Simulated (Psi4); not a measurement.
OPb, singlet, geometry from GFN2-xTB (such geometries of metal compounds can be far from the true shape) (core potentials on Pb), atoms displaced at random by about 0.03 Å a coordinate; R2SCAN/def2-SVP, gradient (Psi4).

Input for Psi4:
```
memory 2 GB

molecule {
0 1
Pb   -0.02882137    0.00152083   -0.15157402
O    -0.05366632   -0.00791044    1.72369311
symmetry c1
no_reorient
no_com
}

set {
  basis def2-svp
}

gradient('r2scan')
print_variables()
```

Output, abridged:

```
gradient() will perform analytic gradient computation.

   => Loading Basis Set <=

    Name: DEF2-SVP
    Role: ORBITAL
    Keyword: BASIS

    !!!  WARNING: ECP capability is in beta. Please check occupations closely.  !!!

         ---------------------------------------------------------
                                   SCF
               by Justin Turney, Rob Parrish, Andy Simmonett
                          and Daniel G. A. Smith
                              RKS Reference
         ---------------------------------------------------------

  ==> Geometry <==

    Molecular point group: c1
    Full point group: C1

    Geometry (in Angstrom), charge = 0, multiplicity = 1:

       Center              X                  Y                   Z               Mass
    ------------   -----------------  -----------------  -----------------  -----------------
         PB          -0.028821370000     0.001520830000    -0.151574020000   207.976652500000
         O           -0.053666320000    -0.007910440000     1.723693110000    15.994914619570

  Running in c1 symmetry.

  Rotational constants: A =     79.25697  B =      0.32227  C =      0.32097 [cm^-1]
  Rotational constants: A = 2376064.07014  B =   9661.49202  C =   9622.36580 [MHz]
  Nuclear repulsion =   49.660038903876227

  Charge       = 0
  Multiplicity = 1
  Electrons    = 30
  Nalpha       = 15
  Nbeta        = 15

  ==> Algorithm <==

  SCF Algorithm Type is DF.
  DIIS enabled.
  MOM disabled.
  Fractional occupation disabled.
  Guess Type is SAD.
  Energy threshold   = 1.00e-08
  Density threshold  = 1.00e-08
  Integral threshold = 1.00e-12

  ==> Primary Basis <==

  Basis Set: DEF2-SVP
    Blend: DEF2-SVP
    Number of shells: 16
    Number of basis functions: 40
    Number of Cartesian functions: 43
    Spherical Harmonics?: true
    Max angular momentum: 2

  Core potential: DEF2-SVP
    Number of shells: 4
    Number of ECP primitives: 18
    Number of ECP core electrons: 60
    Max angular momentum: 3

  ==> DFT Potential <==

   => LibXC <=

    Version 7.1.2
    S. Lehtola, C. Steigemann, M. J. T. Oliveira, and M. A. L. Marques,  SoftwareX 7, 1–5 (2018) (10.1016/j.softx.2017.11.002)

   => Composite Functional: R2SCAN <=

    r2SCAN Meta-GGA XC Functional  (0.1021/acs.jpclett.0c02405)
    J. W. Furness, A. D. Kaplan, J. Ning, J. P. Perdew, J. Sun  J. Phys. Chem. Lett.  11, 8208–8215, 2020

    Deriv               =              1
    GGA                 =           TRUE
    Meta                =           TRUE

    Exchange Hybrid     =          FALSE
    MP2 Hybrid          =          FALSE

   => Exchange Functionals <=

    1.0000   XC_MGGA_X_R2SCAN

   => Correlation Functionals <=

    1.0000   XC_MGGA_C_R2SCAN

   => LibXC Density Thresholds  <==

    XC_MGGA_C_R2SCAN:  1.00E-15
    XC_MGGA_X_R2SCAN:  1.00E-11

   => Molecular Quadrature <=

    Radial Scheme          =       TREUTLER
    Pruning Scheme         =           NONE
    Nuclear Scheme         =       TREUTLER

    Blocking Scheme        =         OCTREE
    BS radius alpha        =              1
    Pruning alpha          =              1
    Radial Points          =             75
    Spherical Points       =            302
    Total Points           =          42297
    Total Blocks           =            395
    Max Points             =            253
    Max Functions          =             40
    Weights Tolerance      =       1.00E-15

   => Loading Basis Set <=

    Name: (DEF2-SVP AUX)
    Role: JKFIT
    Keyword: DF_BASIS_SCF

  ==> Integral Setup <==

  SCF_SUBTYPE=INCORE selected. In-core MEM_DF algorithm will be used.
  Using in-core AOs.

  ==> MemDFJK: Density-Fitted J/K Matrices <==

    J tasked:                   Yes
    K tasked:                    No
    wK tasked:                   No
    Algorithm:                 Core
    Schwarz Cutoff:           1E-12
    Mask sparsity (%):       0.0000
    Fitting Condition:        1E-10

   => Auxiliary Basis Set <=

[...]
  @DF-RKS Final Energy:  -268.05573505289016
    Total Energy =                       -268.0557350528901566
[...]
 Dipole Z            :        -21.2896721           19.7569287           -1.5327433
 Magnitude           :                                                    1.5328972

 ------------------------------------------------------------------------------------

         ------------------------------------------------------------
                                   SCF GRAD
                          Rob Parrish, Justin Turney,
                       Andy Simmonett, and Alex Sokolov
         ------------------------------------------------------------

  ==> Geometry <==

    Molecular point group: c1
    Full point group: C1

    Geometry (in Angstrom), charge = 0, multiplicity = 1:

       Center              X                  Y                   Z               Mass
    ------------   -----------------  -----------------  -----------------  -----------------
         PB          -0.028821370000     0.001520830000    -0.151574020000   207.976652500000
         O           -0.053666320000    -0.007910440000     1.723693110000    15.994914619570

  Nuclear repulsion =   49.660038903876227

  ==> Basis Set <==

  Basis Set: DEF2-SVP
    Blend: DEF2-SVP
    Number of shells: 16
    Number of basis functions: 40
    Number of Cartesian functions: 43
    Spherical Harmonics?: true
    Max angular momentum: 2

  Core potential: DEF2-SVP
    Number of shells: 4
    Number of ECP primitives: 18
    Number of ECP core electrons: 60
    Max angular momentum: 3

  ==> DFJKGrad: Density-Fitted SCF Gradients <==

    Gradient:                    1
    J tasked:                  Yes
    K tasked:                   No
    wK tasked:                  No
    Integrals threads:           1
    Schwarz Cutoff:          1E-12
    Fitting Condition:       1E-10

   => Auxiliary Basis Set <=

  Basis Set: (DEF2-SVP AUX)
    Blend: DEF2-UNIVERSAL-JKFIT
    Number of shells: 78
    Number of basis functions: 328
    Number of Cartesian functions: 454
    Spherical Harmonics?: true
    Max angular momentum: 6

  ==> DFT Potential <==

   => LibXC <=

    Version 7.1.2
    S. Lehtola, C. Steigemann, M. J. T. Oliveira, and M. A. L. Marques,  SoftwareX 7, 1–5 (2018) (10.1016/j.softx.2017.11.002)

   => Composite Functional: R2SCAN <=

    r2SCAN Meta-GGA XC Functional  (0.1021/acs.jpclett.0c02405)
    J. W. Furness, A. D. Kaplan, J. Ning, J. P. Perdew, J. Sun  J. Phys. Chem. Lett.  11, 8208–8215, 2020

    Deriv               =              1
    GGA                 =           TRUE
    Meta                =           TRUE

    Exchange Hybrid     =          FALSE
    MP2 Hybrid          =          FALSE

   => Exchange Functionals <=

    1.0000   XC_MGGA_X_R2SCAN

   => Correlation Functionals <=

    1.0000   XC_MGGA_C_R2SCAN

   => LibXC Density Thresholds  <==

    XC_MGGA_C_R2SCAN:  1.00E-15
    XC_MGGA_X_R2SCAN:  1.00E-11

   => Molecular Quadrature <=

    Radial Scheme          =       TREUTLER
    Pruning Scheme         =           NONE
    Nuclear Scheme         =       TREUTLER

    Blocking Scheme        =         OCTREE
    BS radius alpha        =              1
    Pruning alpha          =              1
    Radial Points          =             75
    Spherical Points       =            302
    Total Points           =          42297
    Total Blocks           =            395
    Max Points             =            253
    Max Functions          =             40
    Weights Tolerance      =       1.00E-15

  -Total Gradient:
     Atom            X                  Y                   Z
    ------   -----------------  -----------------  -----------------
       1       -0.000645630292    -0.000245083797     0.048731450083
       2        0.000634631961     0.000240908786    -0.047901308486

  Variable Map:
  ----------------------------------------------------------------------------
[...]
  Array Variable Map:
  ----------------------------------------------------------------------------
[...]
[...]
```
